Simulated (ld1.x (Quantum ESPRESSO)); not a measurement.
**boron: one change to a TM potential, before and after**

ld1.x (Quantum ESPRESSO) 7.5 input, shortened:

```
&input
   title='B', zed=5., rel=1, dft='PBESOL', iswitch=3,
   config='[He] 2s1.5 2p1.5 3d-2'
 /
 &inputp
   pseudotype=2, tm=.true., lloc=2,
   nlcc=.true., rcore=0.95
 /
3
2S  1  0   1.50   0.00  1.70  1.70  0.0
2P  2  1   1.50   0.00  2.05  2.05  0.0
3D  3  2  -2.00   0.45  2.10  2.10  0.0
 &test
   configts(1)='2s1.5 2p1.5'
 /
```

Change: wave 2s (bound): rc 1.70 bohr becomes 2s (bound): rc 2.44 bohr.

Cutoffs: the cutoffs (Ry, on a coarse ladder) from which the occupation-weighted sum of valence levels, in a spherical-Bessel basis at the reference potential, stays within 10 and 1 mRy of its value at 400 Ry; they do not see the model core or the augmentation charge, which bear on the density cutoff. Errors are all-electron minus pseudo energies relative to the spin-unpolarised reference configuration.

Question: What does the change do?

Answer: The potential gets softer (21 Ry and 40 Ry → 21 Ry and 30 Ry); of the 7 tests that both files solve, the error grows in 7 and shrinks in 0 by more than 15 % and 0.3 meV (median size 1.1 → 11.8 meV); neither file shows a bound ghost. A larger radius leaves more room for a smooth pseudo-wave, so fewer plane waves are needed. More of the atom is replaced by a form fitted at one configuration, so other configurations suffer.

```tsv
quantity	base	changed
cutoff, loose	21 Ry	21 Ry
cutoff, tight	40 Ry	30 Ry
loose cutoff by channel (10 mRy a level)	s 12 Ry, p 18 Ry	s 6 Ry, p 18 Ry
bound ghosts	none	none
error for 2s2 2p1, meV [ΔE -2.91 eV]	-0.2	-1.5
error for 2s2 2p0, meV [ΔE 5.23 eV]	+31	+60
error for 2s1 2p0, meV [ΔE 30.49 eV]	+96	+128
error for 2s2 2p0.5, meV [ΔE -0.05 eV]	+5.9	+12
error for 2s1 2p1, meV [ΔE 11.36 eV]	-0.4	-5.6
error for 2s1 2p2, meV [ΔE 2.91 eV]	-0.2	-1.4
error for 2s0 2p3, meV [ΔE 8.75 eV]	-1.1	-12
```
